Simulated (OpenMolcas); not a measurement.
# Hg: effect of the level shift or regulariser

* Program: OpenMolcas 26.06
* Basis: ANO-RCC-VTZP [8s7p5d3f1g]
* Scalar Hamiltonian: DKH2, point nucleus
* Active space: 2 electrons in 4 orbitals (6s 6p)
* State averaging: 2S+1 = 3 even, 3 roots (0 in the spin-orbit step); 2S+1 = 1 even, 1 root; 2S+1 = 3 odd, 3 roots; 2S+1 = 1 odd, 3 roots
* Spin-orbit coupling: state interaction with AMFI integrals over the reference wave functions, term energies averaged over their components

Methods on the same reference wave functions:
A. CASSCF
B. SS-CASPT2, IPEA 0.25 Eh, imaginary shift 0.1 Eh (closed shells correlated: 5d)
C. SS-CASPT2, IPEA 0.25 Eh, real shift 0.2 Eh (closed shells correlated: 5d)

Energies in cm⁻¹ above 6s² ¹S₀, the measured ground level; measured values from NIST Handbook of Basic Atomic Spectroscopic Data.

```json
{"Level": "6s² ¹S₀", "A": "0.0", "B": "0.0", "C": "0.0", "Measured": "0.0"}
{"Level": "6s 6p ³P°₀", "A": "32325", "B": "37922", "C": "37897", "Measured": "37645"}
{"Level": "6s 6p ³P°₁", "A": "33932", "B": "39486", "C": "39461", "Measured": "39412"}
{"Level": "6s 6p ³P°₂", "A": "37607", "B": "43205", "C": "43179", "Measured": "44043"}
{"Level": "6s 6p ¹P°₁", "A": "52988", "B": "54377", "C": "54413", "Measured": "54069"}
```

Deviations, from unrounded energies. A percentage is the sum of absolute deviations over the sum of measured energies, with the sign that they share, or ± where signs differ.

```csv
Against measurement,Levels,A,B,C
mean absolute deviation (cm-1),4,4600,370,380
other configurations (%),4,-10.5,±0.9,±0.9
```

B, C lie about equally close to measurement and A furthest from it. The largest miss of B in the table is 6s 6p ³P°₂, by -840 cm-1. The ranking rests on the paired levels alone, and a cruder setting can come out closer through cancelling errors.

Between B and C the level of the table that moves most is 6s 6p ¹P°₁, by 35 cm-1 (lowest in B, highest in C).

The lowest spin-free term lies below A's lowest term by 0.397 hartree in B, 0.396 hartree in C.

Some high roots are left out of the spin-orbit mixing, which shifts the levels that they would mix with. Spin-orbit splittings of 6p shells tend to come out small when the coupling is added on scalar orbitals. Measured partners are found by configuration, term and J. A level has none where our copy of the source lacks it or the pairing is in doubt (some pairs that miss far off the trend of their configuration count as doubtful), and it then counts in no deviation. Only configurations of the active space appear.

° marks odd parity.
